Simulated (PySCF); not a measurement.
From one molecule to another.

First species: C6H9P.
Geometry (GFN2-xTB, Å), atoms numbered from 1 in this order:
```xyz
16
C6H9P angstrom
C     -2.4993   -0.4374   -0.2404
C     -1.1445    0.0937    0.0885
C     -0.8865    1.2867    0.6608
P      0.8706    1.5036    0.9991
C      1.2069   -0.0492    0.1023
C      2.5843   -0.5800   -0.1109
C      0.0516   -0.6556   -0.2281
H     -3.2748    0.2569    0.0739
H     -2.5864   -0.6021   -1.3145
H     -2.6589   -1.3935    0.2580
H     -1.6317    1.9930    0.9854
H      1.1472    2.3446   -0.0831
H      3.0918   -0.7134    0.8443
H      2.5495   -1.5379   -0.6266
H      3.1777    0.1161   -0.7036
H     -0.0051   -1.6165   -0.7165
```

Second species: C₃H₇ClO₃S.
InChI=1S/C3H7ClO3S/c1-7-2-3-8(4,5)6/h2-3H2,1H3

Levels: CAM-B3LYP/def2-SVPD for dipole moment, HOMO energy, LUMO energy, HOMO–LUMO gap, static isotropic polarisability and electronic spatial extent ⟨r²⟩ about the centre of nuclear charge; TDDFT CAM-B3LYP/def2-SVPD for lowest singlet excitation; TDA CAM-B3LYP/def2-SVPD for lowest triplet excitation (Tamm–Dancoff); GFN2-xTB for rotational constant A and rotational constant C. Geometries: GFN2-xTB. All species are isolated and taken at one optimised geometry, non-relativistic unless stated; the electronic structure was computed with PySCF and density fitting.

Dipoles, sizes and rotational constants follow the conformer. The torsions of the flexible species, by atom-mapped SMILES:
- `[CH3:1][O:2][CH2:3][CH2:4][S:5](=[O:6])(=[O:7])[Cl:8]`: C1–O2–C3–C4 -149°, O2–C3–C4–S5 43°, C3–C4–S5–O6 -97°

Which has the higher rotational constant A?

The first: 3.766 GHz against 3.182 GHz, a difference of 0.584 GHz.

Which of the two has the higher S1 energy, and by how much?

The second: 6.15 eV against 4.72 eV, a difference of 1.43 eV.

Which has the higher dipole moment?

The second: 4.95 D against 1.18 D, a difference of 3.77 D.

Which has the higher LUMO energy?

The first: 0.24 eV against -0.03 eV, a difference of 0.27 eV.

Which of the two has the higher HOMO energy, and by how much?

The first: -7.57 eV against -9.76 eV, a difference of 2.19 eV.

Which of the two has the higher ⟨r²⟩, and by how much?

The second: 1313 bohr² against 983 bohr², a difference of 330 bohr².

Which has the higher T1 energy?

The second: 5.49 eV against 3.04 eV, a difference of 2.45 eV.

Which has the higher static isotropic polarisability?

The first: 93.5 au against 82.7 au, a difference of 10.8 au.

On the first: The principal polarisabilities are 66.2, 98.9 and 115.4 au; their mean is the isotropic value. No computed singlet falls in the visible range (750 to 380 nm, 1.65 to 3.26 eV); S1 lies 1.46 eV above its blue end.

On the second: The principal polarisabilities are 69.3, 77.3 and 101.3 au; their mean is the isotropic value. S1 lies 3.58 eV below the HOMO–LUMO gap; its leading configuration is HOMO−1→LUMO, weight 0.94.
